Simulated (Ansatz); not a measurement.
**Energy profile**

The step: BH₂O₂F ([OH][B]([OH])[F]) + H₂ → BH₃O₂ ([OH][BH][OH]) + HF; bonds formed: B1–H6, F2–H5; bonds broken: B1–F2, H5–H6 (atoms numbered as in the saddle structure below).

```
8
angstrom
B -0.1995 -0.1415 0.1265
F 0.3238 1.3063 -0.6445
O -1.1398 -0.7808 -0.6141
O -0.4297 0.0617 1.4483
H 1.0409 0.3960 -0.5202
H 1.0949 -0.5459 -0.1545
H -0.9394 -0.8548 -1.5473
H 0.2488 0.5588 1.9057
```

Electronic energies by CCSD(T) at an estimated basis limit (MP2 extrapolated from triple and quadruple zeta, plus CCSD(T) − MP2 in triple zeta), on PBE0-D4/def2-TZVP structures; BH$_{4}$O$_{2}$F, closed shell; no counterpoise correction. Ansatz 0.2.0; basis: def2-TZVPP and def2-QZVPP; cores frozen in the correlated methods. Extrapolation: Hartree–Fock as exp(−7.88 √X), correlation as X^−2.97.

Problem. Give the profile in kcal/mol, counted from the separated reactants. (Judge from chemistry; the value comes from the calculation.)

Solution. Computed:
| point | kcal/mol |
| --- | --- |
| separated: BH$_{2}$O$_{2}$F (linked as [OH][B]([OH])[F]; B1, F2, O3, O4, H7, H8; singlet) + H$_{2}$ (H5, H6; singlet) | 0.00 |
| start structure | -0.68 |
| saddle | 58.95 |
| end structure | 26.64 |
| separated: BH$_{3}$O$_{2}$ (linked as [OH][BH][OH]; B1, O3, O4, H6, H7, H8; singlet) + HF (F2, H5; singlet) | 27.66 |

No T1 diagnostic of these runs exceeds 0.014.

For scale, one of the runs: CCSD(T)/def2-TZVPP, 180 basis functions, launched by `ansatz run in.yaml --threads 2 --pin off --events-out ev --progress --plain --max-ram 4352MiB`. The run took 65 s on 2 CPU threads of an Arm Neoverse V1 (shared host), with 1.9 GiB of host memory at its peak.
